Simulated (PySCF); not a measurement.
Electron correlation in C⁺ (carbon, charge +1)

[He] 2s2 2p1, 2P determinant. Computed with PySCF 2.14 in cc-pVDZ-DK (3s2p1d, 14 functions), with scalar relativity by spin-free X2C-1e. Frozen: 1s2; 3 electrons correlated.

MP2 pair energies summed by pair of shells (mhartree):

| pair | energy | share (%) |
| --- | --- | --- |
| 2s-2s | -25.63 | 62.1 |
| 2s-2p | -15.66 | 37.9 |

Total MP2 correlation energy: -41.29 mhartree.

Same-spin part -2.40 and opposite-spin part -38.90 mhartree; SCS-MP2 scales them by 1/3 and 6/5 to -47.47 mhartree.

```csv
level,correlation energy (mhartree)
CCSD,-66.69
(T),-0.65
CCSD(T),-67.34
```

Diagnostics: T1 = 0.0084, D1 = 0.0157, largest double amplitude 0.136.

Cost of the coupled-cluster step: 0.07 s of wall time on 1 thread of Neoverse-V2 (shared host), for 3 correlated electrons.
